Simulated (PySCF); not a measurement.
UHF on Cu+ (copper, charge +1)

Configuration: [Ar] 3d10, closed-shell 1S. Computed with PySCF 2.14 in x2c-SVPall, with the spin-free X2C one-electron Hamiltonian (Gaussian nucleus).

- Total energy: -1652.599591 hartree
- One-electron energy: -2297.8274 hartree
- Hartree (Coulomb) energy: 711.6608 hartree
- Exchange energy: -66.4330 hartree
- ⟨S²⟩: 0.0000
- ⟨L²⟩: 0.000
- Sum of ⟨r⟩: 17.61 bohr
- Sum of ⟨r²⟩: 18.67 bohr²
- Langevin diamagnetic susceptibility: -14.8 ×10⁻⁶ cm³/mol
- Time after the integrals: 0.11 s of wall time on 1 thread of Intel(R) Xeon(R) Platinum 8375C CPU @ 2.90GHz (shared host)

```json
{"shell": "1s", "electrons": "2", "mean orbital energy (eV)": "-9055.1", "rms radius, mean of both spins (bohr)": "0.0602"}
{"shell": "2s", "electrons": "2", "mean orbital energy (eV)": "-1142.0", "rms radius, mean of both spins (bohr)": "0.254"}
{"shell": "2p", "electrons": "6", "mean orbital energy (eV)": "-982.97", "rms radius, mean of both spins (bohr)": "0.228"}
{"shell": "3s", "electrons": "2", "mean orbital energy (eV)": "-149.07", "rms radius, mean of both spins (bohr)": "0.767"}
{"shell": "3p", "electrons": "6", "mean orbital energy (eV)": "-100.42", "rms radius, mean of both spins (bohr)": "0.820"}
{"shell": "3d", "electrons": "10", "mean orbital energy (eV)": "-21.931", "rms radius, mean of both spins (bohr)": "1.14"}
```

Densities and radii are taken from the X2C orbitals without a picture-change correction, which distorts them close to the nucleus.
